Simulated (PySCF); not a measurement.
## Spin states and ions at one geometry of BiBr3

PySCF 2.14.0, RKS BP86, Bi def2-SVP with ECP60, Br def2-SVP; non-relativistic Hamiltonian with scalar-relativistic core potentials where named; density fitting; no spin-orbit coupling; singlets restricted, open shells unrestricted. The geometry is relaxed for charge 0, singlet, vacuum:

```xyz
4

Bi    0.0000    0.0000    0.7888
Br    2.3592    0.0000   -0.4003
Br   -1.1796    2.0431   -0.4003
Br   -1.1796   -2.0431   -0.4003
```

Energies count from the relaxed state; an electron taken off or put on is at rest in vacuum. Charges and spins are Mulliken's.

| state | energy (eV) | spin squared | charge on Bi1 (e) | spin on Bi1 (e) | dipole about the centre of mass (D) |
| --- | --- | --- | --- | --- | --- |
| charge 0, singlet, vacuum | 0.00 | 0.00 | 0.76 | 0.00 | 3.25 |
| charge +1, doublet, vacuum | 9.74 | 0.75 | 0.91 | 0.01 | 1.68 |
| charge -1, doublet, vacuum | -1.20 | 0.75 | 0.35 | 0.75 | 2.79 |

Task: What does the state charge 0, triplet, vacuum give?

Result: energy (eV) 3.45, spin squared 2.00, charge on Bi1 (e) 0.51, spin on Bi1 (e) 0.80, dipole about the centre of mass (D) 1.47.

With an electron taken off (doublet) the charges change, summed by element, by Bi +0.15 e, Br +0.85 e. The vertical ionisation energy is 9.74 eV, against −ε(HOMO) = 7.10 eV of the relaxed state. The level lies 2.6 eV too high, as is usual for semilocal functionals and global hybrids, which keep a self-interaction error.

With an electron put on (doublet) the charges change, summed by element, by Bi -0.41 e, Br -0.59 e. The vertical electron affinity is 1.20 eV, against −ε(LUMO) = 3.74 eV of the relaxed state. The basis has no diffuse functions, which an added electron needs. The added electron's level lies above zero.

Open shells may have lower solutions than those found. Hard to converge, so the more doubtful: charge +1, doublet, vacuum.
